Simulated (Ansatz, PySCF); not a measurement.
This PySCF input computes a CAM-B3LYP/def2-TZVPD energy:

```python
from pyscf import gto, scf, dft

mol = gto.M(
    atom='''
    B     0.50152530    0.22339478   -0.79319142
    Cl    1.22958651   -0.52911509    0.63476893
    O    -0.76405816    0.55831860   -0.94449794
    C    -1.83209824    0.39065020    0.00705207
    H    -1.46788999   -0.07770143    0.92003048
    H    -2.59630521   -0.22983723   -0.45670412
    H    -2.24134719    1.37507118    0.22523018
    ''',
    basis='def2-tzvpd',
    charge=0,
    spin=1,
    verbose=4,
)

mf = dft.UKS(mol, xc='camb3lyp').density_fit(auxbasis='def2-universal-jkfit')
mf.grids.level = 3
mf.conv_tol = 1e-9
mf.max_cycle = 100
mf.max_memory = 1500
mf.kernel()
if not mf.converged:
    mf = mf.newton()
    mf.kernel(mf.make_rdm1())
for _ in range(2):
    mo, _, stable, _ = mf.stability(return_status=True)
    if stable:
        break
    mf.kernel(mf.make_rdm1(mo, mf.mo_occ))
mf.analyze()
```

Task: Write an input for the same energy in Ansatz (a first-principles code) and say what it gives.

Result: 
Ansatz 0.2 input:
```yaml
crystal:
  periodic: [false, false, false]
  atoms:
    - {symbol: B, position_ang: [0.50152530, 0.22339478, -0.79319142]}
    - {symbol: Cl, position_ang: [1.22958651, -0.52911509, 0.63476893]}
    - {symbol: O, position_ang: [-0.76405816, 0.55831860, -0.94449794]}
    - {symbol: C, position_ang: [-1.83209824, 0.39065020, 0.00705207]}
    - {symbol: H, position_ang: [-1.46788999, -0.07770143, 0.92003048]}
    - {symbol: H, position_ang: [-2.59630521, -0.22983723, -0.45670412]}
    - {symbol: H, position_ang: [-2.24134719, 1.37507118, 0.22523018]}
basis:
  gaussian:
    orbitals: def2-TZVPD
hamiltonian:
  xc: {name: CAM-B3LYP}
magnetization: {spin_polarized: true, initial_magnetization: 1}
output: {forces: true}
```
It gives -600.21036 Eh, and PySCF -600.21044 Eh, a difference of 0.08 mEh, from the treatment of integrals and grids.

It need not be the lowest isomer of its formula.
